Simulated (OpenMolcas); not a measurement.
# Bi³⁺: effect of the level shift or regulariser

- Program: OpenMolcas
- Basis: ANO-RCC-VQZP [9s8p6d4f3g]
- Scalar Hamiltonian: DKH2, point nucleus
- Active space: 2 electrons in 9 orbitals (RAS2 6s 6p; RAS3 6d, at most 2 electrons)
- State averaging: 2S+1 = 3 even, 3 roots; 2S+1 = 1 even, 7 roots; 2S+1 = 3 odd, 3 roots; 2S+1 = 1 odd, 3 roots
- Spin-orbit coupling: state interaction with AMFI integrals over the reference wave functions, term energies averaged over their components

Methods on the same reference wave functions:
A. RASSCF
B. MS-RASPT2, IPEA 0.25 Eh, imaginary shift 0.1 Eh (closed shells correlated: 5d)
C. MS-RASPT2, IPEA 0.25 Eh, real shift 0.2 Eh (closed shells correlated: 5d)

Energies in cm-1 above 6s2 1S0, the measured ground level; measured values from Moore, Atomic Energy Levels, vol. III, NSRDS-NBS 35 (1971 reprint of NBS Circular 467, 1958).

```csv
Level,A,B,C,Measured
6s2 1S0,0.0,0.0,0.0,0.0
6s 6p 3P* 0,66601,75190,75090,70968
6s 6p 3P* 1,71459,79480,79390,75926
6s 6p 3P* 2,86872,95460,95370,
6s 6p 1P* 1,113273,112710,112670,114602
6p2 3P0,168068,174080,174030,166552
```

Deviations, from unrounded energies. A percentage is the sum of absolute deviations over the sum of measured energies, with the sign that they share, or ± where signs differ.

```csv
Against measurement,Levels,A,B,C
mean absolute deviation (cm-1),4,2900,4300,4200
other configurations (%),4,±2.7,±4.0,±4.0
```

A lies closest to measurement on these levels and B furthest from it. The largest miss of A in the table is 6s 6p 3P* 1, by -4500 cm-1. The ranking rests on the paired levels alone, and a cruder setting can come out closer through cancelling errors.

Between B and C the level of the table that moves most is 6s 6p 3P* 0, by 91 cm-1 (lowest in C, highest in B). Moves below CASPT2's spread within the term are not significant.

The lowest spin-free term lies below A's lowest term by 0.424 hartree in B, 0.423 hartree in C.

Active for correlation alone: 6d; no level in the range computed is led by a configuration that fills it, so any true level of that kind is missing. Spin-orbit splittings of 6p shells tend to come out small when the coupling is added on scalar orbitals. Configurations are named by rounded mean occupations; where the s occupation lies near a half they are strongly mixed, a name can repeat and a true partner stay unpaired (holds for A). Some terms mix strongly with configurations of 6d, whose occupation reaches 0.51 (6p2 1D) (holds for A). Measured partners are found by configuration, term and J. A level has none where our copy of the source lacks it or the pairing is in doubt (some pairs that miss far off the trend of their configuration count as doubtful), and it then counts in no deviation. Only configurations of the active space appear. The table leaves out levels that lie high or whose names do not pair safely across all columns.

* marks odd parity.
